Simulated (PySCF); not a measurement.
# Simulated absorption spectrum

SbH2(SMe), CH5SSb.
SMILES: `[H][Sb]([H])[S]C`

Theory: TDDFT B3LYP/def2-SVPD, vertical, gas phase, core orbitals frozen in the response, def2 core potentials past Kr (PySCF). Isolated species at its PBE0-D3(BJ)/def2-SVP geometry (one conformer only). Spin–orbit coupling is left out.

Broadening: Gaussians 0.25 eV wide at half height, area fixed by f = 4.319×10⁻⁹ ∫ε dν̃. The width is an assumption, not a result. The curve ends short of the highest state used, and states not computed would add to its high-energy end.

(λ (nm), ε (L mol⁻¹ cm⁻¹)): (199.5, 5375), (202.9, 10479), (206.3, 10320), (209.7, 6094), (213.1, 2204), (216.5, 492), (219.9, 203), (223.3, 1083), (226.7, 4803), (230.0, 11681), (233.4, 16840), (236.8, 14667), (240.2, 8729), (243.6, 4776), (247.0, 3103), (250.4, 1947), (253.8, 932), (257.2, 321), (260.6, 80), (264.0, 15), (267.4, 2), (270.8, 0), (274.2, 0), (277.6, 0), (280.9, 0), (284.3, 0), (287.7, 2), (291.1, 7), (294.5, 24), (297.9, 63), (301.3, 129), (304.7, 217), (308.1, 302), (311.5, 350), (314.9, 343), (318.3, 286), (321.7, 206), (325.1, 129), (328.5, 71), (331.9, 35), (335.2, 16), (338.6, 6), (342.0, 2), (345.4, 1)

Question: Locate the maxima and give the states behind the curve.

Answer: 313 nm (3.96 eV), ε about 350, made up of S1 (100%); 234 nm (5.30 eV), ε about 17000, made up of S3 (98%); 204 nm (6.06 eV), ε about 11000, made up of S6 (29%) and S7 (71%) (ε in L mol⁻¹ cm⁻¹; maxima over ε = 5, shares over 10%). The states used: S1 3.96 eV (f 0.0033); S2 5.04 eV (f 0.024); S3 5.30 eV (f 0.155); S4 5.41 eV (f 0.0034); S5 5.82 eV (f 0.0011); S6 5.97 eV (f 0.046); S7 6.10 eV (f 0.079); S8 6.55 eV (f 0.138); S9 6.72 eV (f 0.020); S10 6.81 eV (f 0.094).

Question: What would ε be at 5.30 eV, the highest of these maxima, with half the width (0.125 eV)?

Answer: About 33400 L mol⁻¹ cm⁻¹ against 17000, a factor of about 1.96; a lone state at its own centre would give exactly 2.

Question: On this curve, what absorbance would a 10⁻⁴ mol/L sample give at 254 nm over a 1 cm path?

Answer: 254 nm is 4.881 eV, where ε is about 880 L mol⁻¹ cm⁻¹, so A = ε c l ≈ 0.088 (Beer–Lambert, with the gas-phase spectrum and the assumed width).

Question: Coming from long wavelengths, where does ε first pass 100 L mol⁻¹ cm⁻¹?

Answer: At about 327 nm (3.80 eV), 0.17 eV below S1.

The vertical ionisation energy (ΔSCF) is 8.72 eV, 1.91 eV above S10.

Time: 56 s of wall time. Hardware: x86-64 server, one thread, shared host.
